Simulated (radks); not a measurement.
Values are calculated unless marked as measured or tabulated.
How relativity changes the ionisation of the barium ion Ba38+ ([Ar]) to Ba39+ ([Ne] 3s2 3p5). Spin-unpolarised spherical Kohn-Sham, PBEsol, point nucleus unless stated (finite: rms radius 4.8378 fm), a radial shooting solver on a logarithmic mesh with Libxc functionals. A level marked "c x" has the speed of light scaled by that factor and shares open shells by 2j + 1; other Dirac levels either fill j = l - 1/2 first or share by 2j + 1.

level                               E(Ba38+) (hartree)  E(Ba39+) (hartree)  IE (eV)   HOMO  <r> HOMO (bohr)
non-rel.                                    -6712.7337          -6609.8604   2799.3     3p           0.2667
scalar-rel.                                 -6958.3532          -6853.6758   2848.4     3p           0.2611
scalar-rel., finite nucleus                 -6958.0195          -6853.3418   2848.4     3p           0.2611
Dirac, 2j+1 shares                          -6962.0685          -6857.2889   2851.2  3p3/2           0.2636
Dirac, low j first                          -6962.0685          -6858.4555   2819.5  3p3/2           0.2636
Dirac, 2j+1 shares, finite nucleus          -6961.7334          -6856.9536   2851.2  3p3/2           0.2636
Dirac, c x 1.5                              -6818.3208          -6714.6268   2821.7  3p3/2           0.2653
Dirac, c x 10                               -6715.0270          -6612.1357   2799.8  3p3/2           0.2666
Dirac, c x 100                              -6712.7566          -6609.8832   2799.3  3p3/2           0.2667

NIST Atomic Spectra Database: 2814 eV (theoretical). The relativistic part of the total energy of Ba38+ is -249 hartree (Dirac, 2j+1 shares, finite nucleus), 3.7 % of the non-relativistic value. Spin polarisation and multiplet splitting of open shells are left out at every level.

Beside tabulated values, note that relativity, absent from the non-relativistic runs, is large for the heavy elements, and spin-unpolarised runs miss the spin-polarisation part of the exchange energy of open shells.
